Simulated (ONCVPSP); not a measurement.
**An all-electron radial function and its pseudo partner (strontium)**

Columns: radius, all-electron u(r) and pseudo u(r) of the 4s shell (level -40.91 eV) of strontium in the configuration [Ar] 3d10 4s2 4p6 5s2; LDA (Perdew-Zunger), scalar-relativistic, ONCV scheme, ONCVPSP 4.0.1.

```csv
r (bohr),all-electron,pseudo
0.128,0.3154,0.1198
0.255,-0.2643,0.2406
0.382,-0.5126,0.3640
0.510,-0.2674,0.4886
0.638,0.1429,0.6085
0.765,0.5127,0.7159
0.893,0.7767,0.8045
1.020,0.9258,0.8660
1.148,0.9830,0.8967
1.275,0.9732,0.8951
1.402,0.9206,0.8641
1.530,0.8426,0.8087
1.658,0.7530,0.7362
1.785,0.6617,0.6551
1.912,0.5735,0.5716
2.040,0.4911,0.4908
2.168,0.4168,0.4168
2.295,0.3517,0.3517
2.422,0.2951,0.2951
2.550,0.2460,0.2460
2.678,0.2043,0.2043
2.805,0.1693,0.1693
2.932,0.1400,0.1399
3.060,0.1152,0.1152
3.188,0.0946,0.0946
3.315,0.0777,0.0777
```

Task: How many radial nodes do the two functions have?

Result: The all-electron 4s function has n − l − 1 = 3 (the table is too coarse to show those close to the nucleus); the pseudo-wave has 0, since the states of the same l below it are removed with the core.

Task: At about which radius was the pseudo-wave matched?

Result: 2.40 bohr. The columns agree to 0.0005 from 2.04 bohr on; several derivatives are matched, so the curves merge somewhat inside the radius.

Task: Is the pseudo-wave norm-conserving?

Result: Yes: the ONCV scheme keeps the norm inside the radius equal to the all-electron one, which fixes the energy derivative of the logarithmic derivative at the level.
